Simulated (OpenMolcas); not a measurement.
Ti2+ (d2) on a cation site of an ionic host was computed by SS-CASPT2, IPEA 0.25 Eh, imaginary shift 0.1 Eh with the d shell active (OpenMolcas, ANO-RCC-VDZP on the metal). Its lowest spin-free states, and all those of the highest spin:

```json
{"2S+1": "3", "Degeneracy": "1", "E (cm-1)": "0"}
{"2S+1": "3", "Degeneracy": "3", "E (cm-1)": "6590"}
{"2S+1": "1", "Degeneracy": "2", "E (cm-1)": "9670"}
{"2S+1": "3", "Degeneracy": "3", "E (cm-1)": "11740"}
{"2S+1": "1", "Degeneracy": "3", "E (cm-1)": "16030"}
{"2S+1": "1", "Degeneracy": "1", "E (cm-1)": "17020"}
{"2S+1": "3", "Degeneracy": "3", "E (cm-1)": "20020"}
{"2S+1": "1", "Degeneracy": "3", "E (cm-1)": "20990"}
{"2S+1": "1", "Degeneracy": "2", "E (cm-1)": "27630"}
{"2S+1": "1", "Degeneracy": "3", "E (cm-1)": "27730"}
{"2S+1": "1", "Degeneracy": "1", "E (cm-1)": "43570"}
```

Problem. Is the site octahedral, tetrahedral or cube-like, axial, or of lower symmetry?

Solution. The states with 2S+1 = 3 have orbital degeneracies 1, 3, 3, 3. Threefold states need a cubic site. For d2 at this spin an octahedron puts the threefold T1 below the threefold T2 and a tetrahedron or cube puts the single A2 below the threefold T2, so the site is a tetrahedron or a cube, which this pattern cannot tell apart. The first gap at this spin, 6590 cm-1, is |10Dq| in ligand-field theory. The run had Ti2+ with its 8 nearest fluoride ions at 2.323 Å, on the Ca site of CaF2 (a = 5.46294 Å, distance in the model lattice 2.366 Å). The rest of the host is ab initio model potentials to 7.6 Å and point charges beyond; the distance is set by hand and nothing relaxes. Ligand basis ANO-RCC-VDZP.

Roots that are degenerate in the reference are averaged as groups; the widest CASPT2 spread within a group is 550 cm-1 (the 3-fold group of multiplicity 1 near 21000 cm-1 above the lowest state of its run). Shifts and gaps below about the spread of the groups concerned are not significant. Over all roots computed the reference weight is 0.69 to 0.70; a low but even weight reflects the number of correlated electrons. Ligand-to-metal charge-transfer states are missing. These CASPT2 states fit no ligand-field parameters well, so their order and spin gaps are uncertain. With no ligand orbital active B as a rule stays too high, so bands that hang on it stand too high and its fall with covalency is understated. With one d shell and no ligand orbital active, 10Dq can be off by tens of per cent for divalent 3d ions, low with halides held by bare charges and at times high in hosts. Free-ion shares, where given, are those of the reference states; single-state CASPT2 does not remix them. No measured value stands beside these numbers; the geometry was set by hand and not optimised.
